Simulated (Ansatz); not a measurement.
The cluster Ti₃Si₅, relaxed as a singlet with RKS PBE-D4/def2-SVP in Ansatz, starting from the GFN1-xTB geometry. Force threshold 0.03 eV/Å.

The restricted singlet is unstable towards broken spin symmetry in Hartree–Fock (as tested in another run); at PBE-D4/def2-SVP this wasn't settled. The relaxation made no stability test and no search for a lower SCF solution. At PBE-D4/def2-SVP a triplet of charge 0 lies 0.45 eV below the restricted singlet, each at its own geometry. The structure comes from a short search, and lower isomers may exist.

Start:

```xyz
8

Ti   -0.1842    1.6846    0.7641
Ti    0.2494   -0.0310    2.6841
Ti    1.1843   -1.1062    0.4510
Si   -0.6632    1.3422   -1.8778
Si    1.6155    1.1448   -0.9846
Si   -1.4123   -0.4897   -0.5065
Si    0.4860   -0.8032   -2.0252
Si   -1.2755   -1.7416    1.4948
```

| step | energy (eV) | largest force component (eV/Å) | SCF passes |
| --- | --- | --- | --- |
| 1 | -108671.9307 | 1.187 | 130 |
| 2 | -108672.4947 | 0.770 | 73 |
| 3 | -108672.8799 | 1.536 | 64 |
| 4 | -108673.2157 | 0.696 | 47 |
| 5 | -108673.3106 | 0.273 | 48 |
| 6 | -108673.3238 | 0.242 | 49 |
| 7 | -108673.3311 | 0.148 | 43 |
| 8 | -108673.3368 | 0.061 | 40 |
| 9 | -108673.3381 | 0.075 | 33 |
| 10 | -108673.3401 | 0.124 | 56 |
| 11 | -108673.3414 | 0.050 | 33 |
| 12 | -108673.3432 | 0.052 | 40 |
| 13 | -108673.3485 | 0.168 | 41 |
| 14 | -108673.3729 | 0.430 | 47 |
| 15 | -108673.4396 | 0.623 | 49 |
| 16 | -108673.5580 | 0.635 | 51 |
| 17 | -108673.6360 | 0.385 | 48 |
| 18 (rejected) | -108673.4366 | 1.045 | 65 |
| 19 | -108673.6681 | 0.094 | 38 |
| 20 | -108673.6713 | 0.042 | 36 |
| 21 | -108673.6717 | 0.038 | 34 |
| 22 | -108673.6718 | 0.025 | 34 |

Force components are those of the run's own axes.

End:

Cartesian coordinates in Å:
```
Ti -0.052 1.214 1.432
Ti 0.499 -0.432 2.827
Ti 1.162 -0.912 0.413
Si -0.701 1.034 -2.633
Si 0.985 1.245 -0.862
Si -1.181 -0.015 -0.573
Si 0.623 -0.944 -2.012
Si -1.334 -1.191 1.407
```

Bonds lost: Ti1–Si4 (atoms count from 1). Bonds formed: Ti1–Si8, Si5–Si6 (atoms count from 1).

No frequencies were taken in this run, so the end may be a saddle point.

It took 2.1 min on 4 threads of Arm Neoverse V1 on a shared host.
